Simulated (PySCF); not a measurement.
C5H9NSi.
SMILES: `[C@@H]1(CC#N)CC[SiH2]1`

Torsions of this conformer, `[N:1]#[C:2][CH2:3][C@@H:4]1[CH2:5][CH2:6][SiH2:7]1`: C2–C3–C4–C5 175°.

The closed-shell ground state was solved at several levels (PySCF, density fitting, gas phase, non-relativistic). The structure is a single PBE0-D3(BJ)/def2-SVP conformer in the gas phase; no vibrational or solvent corrections.

```json
{"level": "wB97X-D/def2-SVPD", "basis functions": "216", "HOMO (eV)": "-10.10", "LUMO (eV)": "1.65", "gap (eV)": "11.75", "dipole (D)": "4.44"}
{"level": "PBE0/pcSseg-1", "basis functions": "171", "HOMO (eV)": "-8.28", "LUMO (eV)": "0.10", "gap (eV)": "8.38", "dipole (D)": "4.29"}
```

(1) What might B3LYP/pcSseg-1 (171 basis functions) give for the same quantities?

(2) Over all these levels, which gives the widest orbital gap and which the narrowest?

(3) How far do the dipole and the HOMO energy spread over the levels?

Results:

(1) HOMO -8.07 eV, LUMO -0.11 eV, gap 7.96 eV, dipole 4.24 D.

(2) wB97X-D/def2-SVPD (range-separated hybrid) has the widest, 11.75 eV, and B3LYP/pcSseg-1 (global hybrid, 20 % exact exchange) the narrowest, 7.96 eV. Functional and basis both differ between the two, so the spread mixes both effects.

(3) The dipole runs from 4.24 to 4.44 D (mean 4.32 D) and the HOMO from -10.10 to -8.07 eV.
